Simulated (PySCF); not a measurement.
Electron correlation in Br (bromine, neutral)

[Ar] 3d10 4s2 4p4 4d1, one real determinant (an excited configuration). All numbers are calculated (PySCF 2.14, scalar relativity through the core potential, in aug-cc-pVTZ-PP with ECP10MDF). Frozen: 3s2 3p6 3d10; 7 electrons correlated.

MP2 pair energies summed by pair of shells (mhartree):

| pair | energy | share (%) |
| --- | --- | --- |
| 4s-4p | -45.42 | 39.8 |
| 4p-4p | -43.67 | 38.3 |
| 4p-4d | -11.58 | 10.2 |
| 4s-4s | -8.52 | 7.5 |
| 4s-4d | -4.82 | 4.2 |

Total MP2 correlation energy: -114.01 mhartree.

Same-spin part -29.93 and opposite-spin part -84.08 mhartree; SCS-MP2 scales them by 1/3 and 6/5 to -110.87 mhartree.

The reference is one real determinant that mixes LS terms of this configuration.
